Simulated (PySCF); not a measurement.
A structure optimised at PBE-D3(BJ)/def2-SVP, used in a PySCF frequency run:

```xyz
13

C     -1.1469     1.7787     0.1399
C     -0.8513     0.3124     0.1582
C     -2.0111    -0.6290     0.2402
Ge     0.9519    -0.3467    -0.1186
H     -1.6993     2.0728    -0.7867
H     -1.8134     2.0683     0.9862
H     -0.2386     2.4116     0.1924
H     -2.6486    -0.5729    -0.6767
H     -1.7103    -1.6885     0.3636
H     -2.6874    -0.3659     1.0874
H      1.1203    -1.7300     0.5698
H      1.2913    -0.5383    -1.6314
H      1.9792     0.6657     0.4604
```
Charge 0, spin multiplicity 2.

Write its SMILES and formula.

C[C](C)[GeH3], C₃H₉Ge

What are its rotational constants (standard atomic weights)?

7.6655, 2.6472, 2.0701 GHz
